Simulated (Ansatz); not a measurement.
`CB(S)CF` and `CB(O)S` differ in one atom or group.

Ansatz, PBE0-D4/def2-TZVP geometries, multiplicity 1. Each molecule was computed in one conformer, which needn't be the lowest.

| property | `CB(S)CF` |
| --- | --- |
| LUMO energy (ωB97M-V/def2-TZVPP) / eV | 1.35 |
| HOMO–LUMO gap (PBE/def2-TZVPP) / eV | 5.24 |
| HOMO energy (B3LYP/def2-TZVPP) / eV | -7.85 |
| size of the dipole moment (PBE/def2-TZVPP) / D | 1.17 |
| HOMO energy (ωB97M-V/def2-TZVPP) / eV | -10.30 |
| size of the dipole moment (ωB97M-V/def2-TZVPP) / D | 1.25 |

Question: Give the same properties after the change, and the shifts. (An estimate is asked.)

Answer: The calculation gave: 
```json
{"property": "LUMO energy (ωB97M-V/def2-TZVPP) / eV", "`CB(O)S`": "1.77", "shift": "0.42"}
{"property": "HOMO–LUMO gap (PBE/def2-TZVPP) / eV", "`CB(O)S`": "5.68", "shift": "0.44"}
{"property": "HOMO energy (B3LYP/def2-TZVPP) / eV", "`CB(O)S`": "-7.40", "shift": "0.45"}
{"property": "size of the dipole moment (PBE/def2-TZVPP) / D", "`CB(O)S`": "0.31", "shift": "-0.86"}
{"property": "HOMO energy (ωB97M-V/def2-TZVPP) / eV", "`CB(O)S`": "-9.86", "shift": "0.44"}
{"property": "size of the dipole moment (ωB97M-V/def2-TZVPP) / D", "`CB(O)S`": "0.34", "shift": "-0.91"}
```

With PBE0 the HOMO rises by 0.44 eV and the LUMO rises by 0.85 eV, so the gap widens by about 0.41 eV. PBE moves the HOMO by 0.46 eV and ωB97M-V by 0.44 eV. Dipoles are sizes alone; their direction can turn.

B3LYP here is the variant with VWN-RPA as its local correlation; programs differ in this.
